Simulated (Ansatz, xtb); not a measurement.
Two structures of FH3InOSi

Structure I is `O[SiH2][In][F]`, a doublet and structure II is a doublet given by its coordinates. Both are gas-phase species (loosely bound parts included), relaxed with PBE0-D3(BJ)/def2-SVP; the shapes shown needn't be the lowest conformers.

I (Å):

```xyz
7

F     0.4564   -4.1819    0.9431
In    1.5826   -3.1437   -0.4459
O    -0.9036   -2.0728    1.4524
Si   -0.6004   -1.3912   -0.0129
H    -0.5426   -2.9986    1.4762
H    -1.5973   -1.6809   -1.0926
H    -0.3642    0.0754    0.0967
```

II (Å):

```csv
atom,x (Å),y (Å),z (Å)
F,-2.8145,-3.5175,0.5526
In,-3.1540,-3.3030,-1.5028
O,-0.9083,-2.5273,-0.5511
Si,0.5710,-1.7862,-0.3077
H,-1.4610,-2.8910,0.2102
H,0.4504,-0.6183,0.6305
H,1.0320,-1.3161,-1.6518
```

Close contacts (Å): F1–In2 2.09, In2–O3 2.56, O3–Si4 1.67, In2–H5 2.44, O3–H5 1.01, Si4–H6 1.50, Si4–H7 1.50.

Q: Which of the two would you expect CCSD(T)/def2-SVP + ΔMP2/def2-TZVPP electronic energies to favour?

A: Too close to call at this level: CCSD(T)/def2-SVP + ΔMP2/def2-TZVPP gives E(II) − E(I) = +2.79 kJ/mol.

Level by level:

| level | geometry | E(II) − E(I) (kJ/mol) | departure from the last row (kJ/mol) | job, with rough time for the two |
| --- | --- | --- | --- | --- |
| PBE0-D3(BJ)/def2-SVP | PBE0-D3(BJ)/def2-SVP | +8.98 | +6.19 | optimisation, 2.1 min |
| HF/def2-SVP | PBE0-D3(BJ)/def2-SVP | −15.37 | −18.16 | part of the CCSD(T) run |
| MP2/def2-SVP | PBE0-D3(BJ)/def2-SVP | −7.23 | −10.02 | part of the CCSD(T) run |
| CCSD(T)/def2-SVP | PBE0-D3(BJ)/def2-SVP | −4.29 | −7.08 | single point |
| CCSD(T)/def2-SVP + ΔMP2/def2-TZVPP | PBE0-D3(BJ)/def2-SVP | +2.79 |  | single point, 36 s |

The largest departure from CCSD(T)/def2-SVP + ΔMP2/def2-TZVPP is that of HF/def2-SVP, 18.16 kJ/mol. Levels run at GFN2-xTB geometries aren't shown. The last row adds to CCSD(T) the change of the MP2 difference between the two basis sets, here +7.08 kJ/mol.

With harmonic frequencies from PBE0-D3(BJ)/def2-SVP (ideal gas, rigid rotor, one conformer each, 298.15 K, 1 atm): on the last row, ΔE + ΔZPE = −0.15 kJ/mol. A mode under 50 cm⁻¹ makes harmonic enthalpies and free energies unreliable, so none is given.

Open shells are spin-unrestricted. The correlated steps freeze 11 core orbitals; the filled d shell of In is correlated, in a basis made for valence electrons. Atoms past krypton carry core potentials in the def2 sets and no spin–orbit term is included. Programs: Ansatz 0.2.0; the last row on 2 threads of Intel(R) Xeon(R) 6975P-C (Granite Rapids) on a shared host.
